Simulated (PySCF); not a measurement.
## Magnetisability: Ge2(NH2)4

Cartesian coordinates in Å; atom numbers follow the order of the lines, from 1:
```xyz
14

Ge    0.0937    0.8089    1.4108
N     1.4364    1.9468    0.8344
N    -0.8432    0.9640   -0.4076
Ge   -0.0844   -0.7951   -1.4036
N    -1.4283   -1.9422   -0.8501
N     0.8369   -0.9608    0.4223
H     1.8683    1.8148   -0.0697
H     2.1498    2.2196    1.4937
H    -0.5683    1.8237   -0.8671
H    -1.8549    0.9761   -0.3519
H    -1.8686   -1.8300    0.0520
H    -2.1298   -2.2214   -1.5196
H     0.5437   -1.8148    0.8810
H     1.8487   -0.9895    0.3754
```

Level of theory: PySCF 2.14.0, GIAO PBE/def2-SVP magnetisability, rotational g tensor and spin-rotation constants, non-relativistic, gas phase. Geometry: GFN2-xTB.

The calculation is non-relativistic, which matters for the atoms heavier than Zn.

Question: How diamagnetic is it, and how anisotropic?

Answer: Isotropic -1373 × 10⁻³⁰ J/T², or -82.7 × 10⁻⁶ cm³/mol; principal values -1518, -1450, -1151 × 10⁻³⁰ J/T², anisotropy 338 × 10⁻³⁰ J/T² (root of half the summed squared differences of the principal values). The susceptibility is in cgs units.

Question: Split it along the inertial axes a, b, c into diamagnetic and paramagnetic parts about the centre of mass, with the quadrupole moment.

Answer: 
| axis | χ (10⁻⁶ cm³/mol) | diamagnetic (10⁻⁶ cm³/mol) | paramagnetic (10⁻⁶ cm³/mol) | summed x² of all electrons (Å²) | quadrupole Θ (D Å) |
| --- | --- | --- | --- | --- | --- |
| a | -85.2 | -491.1 | 405.9 | 261.3 | -9.76 |
| b | -74.5 | -1327.4 | 1252.9 | 64.2 | +0.01 |
| c | -88.4 | -1380.8 | 1292.4 | 51.6 | +9.75 |

Anisotropies 2χaa − χbb − χcc = -7.4 and 2χbb − χaa − χcc = +24.5 × 10⁻⁶ cm³/mol. Θ is traceless in Buckingham's convention.

Question: And the rotational g tensor?

Answer: 
| axis | rotational constant (GHz) | g | nuclear part | electronic part |
| --- | --- | --- | --- | --- |
| a | 3.2111 | -0.0198 | 0.5926 | -0.6123 |
| b | 0.8617 | -0.0119 | 0.4952 | -0.5072 |
| c | 0.8250 | -0.0083 | 0.4927 | -0.5009 |

Asymmetric top; isotopes 74Ge, 1H, 14N; no vibrational averaging.
